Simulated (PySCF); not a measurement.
Zn(OH) (HOZn), SMILES [Zn+][OH], charge +1.

Geometry: B3LYP-D3(BJ)/def2-TZVP. The spin state was assumed, not searched. The isomer is the one that the SMILES or the coordinates give; other isomers of the formula were not compared.

Vertical ionisation energy (IE) and electron affinity (EA) in eV. Rows of orbital energies are one-electron estimates. Where ΔSCF, EOM or ADC give a negative EA the extra electron is unbound and the value depends on the basis.

```tsv
level	IE	EA
−ε(HOMO), −ε(LUMO), B3LYP/def2-TZVPD (PySCF)	14.86	11.46
−ε(HOMO), −ε(LUMO), PBE0/def2-TZVPD (PySCF)	[?]	[?]
```

**Question.** Fill in the missing entries. (The exact figures need the calculation; the answer reports its results.)

**Answer.** 
- −ε(HOMO), −ε(LUMO), PBE0/def2-TZVPD (PySCF), IE: 14.95
- −ε(HOMO), −ε(LUMO), PBE0/def2-TZVPD (PySCF), EA: 10.97
